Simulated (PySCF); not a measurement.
Level of theory: PySCF, PBE0, basis Fe def2-SVP, Br def2-SVP (no relativity, density fitting).

Each entry is the lowest minimum that a search over a few typed start shapes (and spin states, where more than one is plausible) found, or that minimum re-optimised at the stated level; isomers with ligand–ligand bonds, or fragments after loss of a ligand pair, can lie lower. Open shells are unrestricted.

FeBr2 is a quintet of D∞h symmetry with Fe–Br 2.290 Å (×2); Br–Fe–Br 180.0°. Its wavenumbers are 63 (×2), 213, 404 cm⁻¹.

(1) What changes when one electron is removed, giving FeBr₂⁺?

Answers

(1) It costs 9.75 eV between the minima (9.75 eV with zero-point energy). FeBr₂⁺ is a sextet of C2v symmetry with Fe–Br 2.214 Å (×2); Br–Fe–Br 142.6°; wavenumbers 39, 273, 440 cm⁻¹.

With open d or f shells other occupations or spin states may lie lower.
